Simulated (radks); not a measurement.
Values are calculated unless marked as measured or tabulated.
Spin polarisation of the 4d7 shell in Ru. Start: [Kr] 4d(up 3.5, down 3.5) 5s(up 0.5, down 0.5); electrons of 4d are moved from spin down to spin up, other shells keep equal spins. Code: a radial shooting solver on a logarithmic mesh with Libxc functionals. Model: non-relativistic Kohn-Sham, BLYP, spin-polarised, spherical densities, point nucleus.

moment (Bohr magnetons)  E - E(0) (eV)  e(4d up) (eV)  e(4d down) (eV)  5s down minus up (eV)  4p down minus up (eV)  4s down minus up (eV)
0                                0.000         -5.408           -5.408                 0.000                  0.000                 0.000
0.75                            -0.083         -5.619           -5.179                  0.129                  0.492                  0.477
1.5                             -0.330         -5.810           -4.933                  0.256                  0.981                  0.952
2.25                            -0.739         -5.979           -4.672                  0.381                  1.466                  1.424
3                               -1.309         -6.125           -4.396                  0.502                  1.944                  1.890

At moment 3 the spin-polarisation energy is -1.309 eV and the 4d exchange splitting 1.729 eV, that is 0.576 eV per Bohr magneton; E = -I m^2/4 would give I = 0.582 eV.
